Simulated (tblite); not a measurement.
Compound: C5H2F3O3 (doublet state).
Bonds: O1–C2 (double), C2–C3, C3–C4, C4–C5 (double), C5–O6, O6–C7, C7–F8, C7–F9, C7–F10, C5–O11, C2–O11. Hydrogens: H12, H13 on C3.
Bond orders are those of one Lewis drawing.

Computed with GFN2-xTB (tblite), gas phase: L-BFGS steps from a force-field or distance-geometry start until the largest atomic force falls under 0.01 eV/Å.

Step 1: E = -1034.3786 eV
```
atom  x, y, z in Å  |  force x, y, z in eV/Å
O1     -1.4204    2.1859    1.3601   -0.732   4.102   1.735
C2     -1.1731    1.1845    0.8852    1.743  -5.626  -2.612
C3     -2.0128   -0.1274    0.8567   -0.081  -0.178   0.033
C4     -1.1561   -1.0547    0.1032   -0.268   0.218   0.173
C5     -0.0116   -0.5062   -0.2415   -0.431   0.056   0.188
O6      1.0097   -1.1195   -0.9451    0.629   1.124   0.458
C7      2.1804   -0.4207   -1.0761   -0.937  -0.329   0.019
F8      3.0543   -1.1794   -1.7636   -0.612   0.754   0.840
F9      1.9460    0.6961   -1.8000    0.691  -0.432   0.653
F10     2.6932   -0.0935    0.1455   -0.174  -0.146  -1.473
O11     0.0048    0.8426    0.2059    0.462   0.423  -0.087
H12    -2.1507   -0.4846    1.8832   -0.260   0.154  -0.136
H13    -2.9681    0.0774    0.3687   -0.030  -0.121   0.210
```

Step 2: E = -1034.6324 eV
```
atom  x, y, z in Å  |  force x, y, z in eV/Å
O1     -1.4215    2.2037    1.3655    0.488  -1.248  -0.715
C2     -1.1496    1.1455    0.8642    0.303   0.396   0.118
C3     -2.0264   -0.1342    0.8618    0.802  -0.116  -0.408
C4     -1.1614   -1.0535    0.1056   -0.237   0.050   0.110
C5     -0.0164   -0.5112   -0.2420   -0.112   0.388   0.193
O6      1.0292   -1.0893   -0.9353   -1.128  -0.371   0.405
C7      2.1607   -0.4328   -1.0785    0.006   0.637   0.196
F8      3.0401   -1.1611   -1.7450   -0.071  -0.029   0.220
F9      1.9592    0.6832   -1.7846    0.439   0.352   0.063
F10     2.6877   -0.0974    0.1140    0.207   0.095  -0.449
O11     0.0128    0.8533    0.2054    0.044  -0.144  -0.061
H12    -2.1544   -0.4803    1.8768   -0.325   0.000   0.304
H13    -2.9645    0.0745    0.3743   -0.415  -0.010   0.023
```

Problem. Estimate the geometry and energy of step 3. (The exact step hangs on the optimiser's Hessian estimate; all steps are aligned on step 2, rigid shifts and turns removed.)

Solution. E = -1034.6860 eV, largest force 0.949 eV/Å
```
atom  x, y, z in Å  |  force x, y, z in eV/Å
O1     -1.4164    2.1941    1.3590    0.358  -0.746  -0.465
C2     -1.1429    1.1417    0.8616    0.273   0.094  -0.009
C3     -2.0163   -0.1360    0.8567    0.089  -0.042  -0.060
C4     -1.1649   -1.0526    0.1073    0.049  -0.057  -0.063
C5     -0.0185   -0.5062   -0.2392   -0.305   0.181   0.213
O6      1.0159   -1.0921   -0.9294   -0.434  -0.035   0.211
C7      2.1592   -0.4252   -1.0760   -0.276   0.207   0.076
F8      3.0382   -1.1602   -1.7408   -0.150  -0.026   0.202
F9      1.9660    0.6870   -1.7827    0.323   0.342   0.035
F10     2.6901   -0.0964    0.1059    0.214   0.146  -0.211
O11     0.0141    0.8522    0.2045    0.212  -0.103  -0.120
H12    -2.1589   -0.4801    1.8804   -0.247   0.087   0.052
H13    -2.9698    0.0742    0.3750   -0.105  -0.047   0.140
```

The energy changes by -0.0536 eV. The first-order estimate −F·Δx gives -0.0719 eV and the mean of the old and new forces, exact on a quadratic surface, -0.0537 eV. The step makes an angle of 24° with the force vector and moves no atom by more than 0.015 Å.

What follows is the cost of the whole relaxation. On an Arm Neoverse V2 with one thread, no GPU, shared host, this took 0.16 s of wall time.
